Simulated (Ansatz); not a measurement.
Basis sets compared for the cluster SnS2 (the lowest singlet isomer of a short search). Total charge 0; singlet. Geometry r2SCAN-D4/def2-TZVP. Ansatz on 4 threads of Arm Neoverse V2 on a shared host; times are rough, and most runs start from earlier orbitals.

```xyz
3

Sn    0.618    1.258   -0.292
S     0.486   -0.857    0.845
S    -1.103   -0.401   -0.553
```

In the def2 sets Sn takes a core potential; there is no spin–orbit coupling. The structure comes from a short search, and lower isomers may exist.

Binding counts from free atoms (Sn triplet, S triplet) in the same basis, without a counterpoise term.

```json
{"level": "PBE-D4/def2-SVP", "functions": "62", "energy (Eh)": "-1010.1469", "HOMO (eV)": "-4.70", "LUMO (eV)": "-3.44", "binding per atom (eV)": "2.74", "wall time": "0.35 s"}
{"level": "PBE-D4/def2-TZVP", "functions": "124", "energy (Eh)": "-1010.4403", "HOMO (eV)": "-4.86", "LUMO (eV)": "-3.52", "binding per atom (eV)": "2.85", "wall time": "0.7 s"}
{"level": "r2SCAN-D4/def2-TZVP (with forces)", "functions": "124", "energy (Eh)": "-1010.7955", "HOMO (eV)": "-5.09", "LUMO (eV)": "-3.46", "binding per atom (eV)": "2.70", "wall time": "1.9 s"}
{"level": "PBE0-D4/def2-SVP", "functions": "62", "energy (Eh)": "-1010.2107", "HOMO (eV)": "-5.87", "LUMO (eV)": "-2.82", "binding per atom (eV)": "2.55", "wall time": "0.45 s"}
{"level": "PBE0-D4/def2-TZVP", "functions": "124", "energy (Eh)": "-1010.5015", "HOMO (eV)": "-5.97", "LUMO (eV)": "-2.88", "binding per atom (eV)": "2.68", "wall time": "1.4 s"}
```

(1) Estimate the rows for PBE-D4/def2-TZVPD, r2SCAN-D4/def2-TZVPD, PBE0-D4/def2-TZVPD.

## Answers

(1) 
```json
{"level": "PBE-D4/def2-TZVPD", "functions": "148", "energy (Eh)": "-1010.4420", "HOMO (eV)": "-4.93", "LUMO (eV)": "-3.58", "binding per atom (eV)": "2.85", "wall time": "0.8 s"}
{"level": "r2SCAN-D4/def2-TZVPD", "functions": "148", "energy (Eh)": "-1010.7967", "HOMO (eV)": "-5.13", "LUMO (eV)": "-3.49", "binding per atom (eV)": "2.70", "wall time": "1.9 s"}
{"level": "PBE0-D4/def2-TZVPD", "functions": "148", "energy (Eh)": "-1010.5028", "HOMO (eV)": "-6.02", "LUMO (eV)": "-2.92", "binding per atom (eV)": "2.68", "wall time": "1.2 s"}
```
